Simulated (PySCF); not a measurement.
Isomers of C8H9ClOSi, one GFN2-xTB conformer each. Single-point energies are computed at PBE0/pcSseg-1 (PySCF, gas phase, no added dispersion term), electronic only.

```
                    SMILES  GFN2-xTB relative energy (kcal/mol)
Cc1cc([SiH3])cc(C(=O)Cl)c1                                  0.0
  Cc1c([SiH3])cccc1C(=O)Cl                                  1.8
```

Conformers: `[CH3:1][c:2]1[cH:3][c:4]([SiH3:5])[cH:6][c:7]([C:8](=[O:9])[Cl:10])[cH:11]1` with C6–C7–C8–O9 0°; `[CH3:1][c:2]1[c:3]([SiH3:4])[cH:5][cH:6][cH:7][c:8]1[C:9](=[O:10])[Cl:11]` with C7–C8–C9–O10 157°.

What does PBE0/pcSseg-1 give for the same structures?

```csv
SMILES,PBE0/pcSseg-1 E (Eh),PBE0/pcSseg-1 (kcal/mol),GFN2-xTB (kcal/mol),point group
Cc1cc([SiH3])cc(C(=O)Cl)c1,-1134.39580,0.0,0.0,–
Cc1c([SiH3])cccc1C(=O)Cl,-1134.39041,3.4,1.8,C1
```

Both levels put the same isomer lowest. 

Which frontier levels, dipoles and rotational constants go with these structures?

| SMILES | HOMO (eV, PBE0/pcSseg-1) | LUMO (eV) | dipole (D) | A, B, C (MHz) |
| --- | --- | --- | --- | --- |
| Cc1cc([SiH3])cc(C(=O)Cl)c1 | -7.71 | -2.22 | 4.28 | 1208, 514.9, 363.4 |
| Cc1c([SiH3])cccc1C(=O)Cl | -7.75 | -2.16 | 3.39 | 1708, 501.8, 395.9 |
